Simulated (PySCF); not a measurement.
AlF₃, SMILES [F][Al-]([F])[F], charge -1, multiplicity 2. Atoms are numbered in the order given.

```xyz
4

Al     0.0000     0.0000     0.4077
F     -1.4216    -0.8207    -0.1963
F      0.0000     1.6415    -0.1963
F      1.4216    -0.8207    -0.1963
```
Charge -1, spin multiplicity 2.

Coordinates come from a PBE-D3(BJ)/def2-SVPD optimisation.

All values below come from PBE/pcH-1 (PySCF).

Unrestricted Kohn–Sham, ⟨S²⟩ = 0.751. Hyperfine tensors hold the contact and dipolar terms, without spin-orbit corrections.

Estimate the hyperfine couplings. (The exact figures need the calculation; the answer reports its results.)


| nucleus | A(iso) (MHz) | A(iso) (G) | dipolar principal values (MHz) |
|---|---|---|---|
| 27Al no. 1 | 992.4 | 354.1 | -33.3, -33.3, 66.6 |
| 19F no. 2 | 371.1 | 132.4 | -106.9, -97.0, 203.9 |
| 19F no. 3 | 371.2 | 132.4 | -106.9, -97.0, 203.9 |
| 19F no. 4 | 371.1 | 132.4 | -106.9, -97.0, 203.9 |

And the g tensor (effective nuclear charges for spin-orbit coupling, GIAO)? (The exact figures need the calculation; the answer reports its results.)

principal values 2.0000, 2.0000, 2.0014; isotropic 2.0005.
